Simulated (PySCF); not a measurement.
C2H9FOSi2, SMILES O[C@H]([SiH3])C[SiH2]F.

The structure is a stationary point at B3LYP-D3(BJ)/def2-SVP. The structure was generated by enumeration; whether it is a known compound was not checked. The values are those of a single conformer.

Method: TDA-PBE/def2-SVPD (PySCF).

Vertical excitations. Isolated molecule, no solvent.

Computed excitation energies, oscillator strengths and character:
```tsv
state	energy (eV)	λ (nm)	f	main pairs
S1	5.30	234	0.005	HOMO→LUMO 99 %
S2	5.77	215	0.006	HOMO→LUMO+1 98 %
S3	6.22	199	0.001	HOMO→LUMO+2 94 %
S4	6.46	192	0.002	HOMO→LUMO+3 72 %, HOMO→LUMO+4 27 %
S5	6.58	188	0.051	HOMO−1→LUMO 52 %, HOMO→LUMO+4 30 %, HOMO→LUMO+3 14 %
S6	6.68	185	0.074	HOMO−1→LUMO 45 %, HOMO→LUMO+4 35 %, HOMO→LUMO+3 10 %
T1	5.16	240	0	HOMO→LUMO 99 %
T2	5.55	223	0	HOMO→LUMO+1 97 %
```
Triplets are in the Tamm–Dancoff approximation.
